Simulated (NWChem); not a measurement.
System: MgHOCl; SMILES [OH][Mg][Cl]

NWChem input:

```
start job
memory heap 200 mb stack 900 mb global 1100 mb
geometry units angstroms noautosym nocenter noautoz
  Mg     0.120534     0.414932     0.005481
  Cl    -0.248301    -1.752077    -0.009548
  O      0.414135     2.141114     0.017459
  H      0.574698     3.078181     0.024020
end
basis spherical
  * library def2-svpd
end
dft
  xc pbe0
  iterations 150
end
tddft
  cis
  nroots 6
  notriplet
end
task tddft energy
```

The geometry was optimised at PBE0/def2-SVP.

Vertical excitations in the gas phase.

What results follow from this input? (PBE0/def2-SVPD, TDA.) Quantities: lowest excitation, singlet (eV); oscillator strength of that lowest state; lowest state with f > 0.02, singlet (eV); oscillator strength of that bright state; orbital gap (eV).


| Property | Value |
|---|---|
| lowest excitation, singlet (eV) | 5.55 |
| oscillator strength of that lowest state | 0.026 |
| lowest state with f > 0.02, singlet (eV) | 5.55 |
| oscillator strength of that bright state | 0.026 |
| orbital gap (eV) | 6.95 |
